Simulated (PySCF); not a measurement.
Simulated characterisation data

PySCF 2.14.0 with density-fitted response routines calculation with structure optimised with GFN2-xTB and NMR shieldings at PBE0/pcSseg-1/GIAO; isolated molecule, averaged over atoms made equivalent by symmetry, fast rotation or ring inversion, single conformer, non-relativistic.

Referencing at the same level of theory: 1H, 13C vs TMS. Where no couplings were computed, multiplicities follow the n + 1 count of equivalent neighbours, and m marks all less simple cases (inequivalent or close neighbours, rings, F or P nearby). Shifts are as computed. Against solution values, carbons near 30 ppm lie about +3 ppm off and those near 130 ppm about +5 ppm; carbons on Cl a further +6 ppm. Of 1211 compounds with measured shifts, 218 miss one by over three times the rms of a fit or turn the order of signals round; such compounds aren't used in these exercises. Carbons bonded to Cl come out too deshielded. OH and NH positions are gas-phase values without hydrogen bonding to other molecules.

**1.** `O=C1CCc2c(Cl)cccc21`, C9H7ClO. 1H NMR (500 MHz, computed): δ 8.11 (d, 1H), 7.81 (m, 1H), 7.66 (m, 1H), 3.12 (m, 2H), 2.75 (m, 2H). 13C{1H} NMR (computed): δ 208.8 (C), 159.9 (C), 144.3 (C), 144.2 (C), 140.3 (CH), 133.6 (CH), 129.2 (CH), 38.6 (CH2), 27.6 (CH2).

**2.** `C(#CC)[SiH2]/C=C/[Si@@H](Cl)OC`, C6H11ClOSi2. 1H NMR (500 MHz, computed): δ 7.02 (m, 1H), 6.95 (m, 1H), 5.47 (d, 1H), 4.74 (m, 1H), 4.51 (m, 1H), 3.90 (s, 3H), 2.07 (s, 3H). 13C{1H} NMR (computed): δ 159.4, 157.8, 115.4, 80.8, 52.4, 6.2.

**3.** SMILES N([Si@H](/C=C/C)OC(C)=O)C, C6H13NO2Si. 1H NMR (500 MHz, computed): δ 6.64 (m, 1H), 5.91 (m, 1H), 5.40 (d, 1H), 2.86 (s, 3H), 2.10 (s, 3H), 1.99 (d, 3H), -0.19 (br s, 1H). 13C{1H} NMR (computed): δ 175.3, 159.2, 133.6, 30.0, 27.0, 24.8.
